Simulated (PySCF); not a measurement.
## From computed data to an observable: refractive index and permittivity of the vapour

CH5AlF2O2Si, SMILES [SiH]([CH2][Al]([OH])[OH])(F)F.

Geometry: B3LYP-D3(BJ)/def2-SVP. The structure was generated by enumeration; whether it is a known compound was not checked. One conformer was computed; it need not be the lowest.

r2SCAN/def2-TZVP run with PySCF gives a mean static polarisability of 62.7 bohr³ and a dipole moment of 1.22 D. Take an ideal gas at 298.15 K and 0.1 bar, whether or not the substance is that volatile.

Task: Work out n − 1 in the optical limit and the static ε − 1.

Result: 
Polarisability volume α' = 62.7 × 0.148185 = 9.29 Å³. Number density N = p/kT = 2.43e-6 Å⁻³.
Dilute limit of Lorentz–Lorenz: n − 1 = 2π N α' = 0.00014.
Orientation term of Debye: μ²/(3kT) = 8.098 Å³ × μ²(D²) = 12.05 Å³.
ε − 1 = 4π N (α' + μ²/3kT) = 0.00065. Orientation of the dipole supplies 56 % of the static response; it can't follow optical fields. Vibrational polarisation and dispersion are left out.
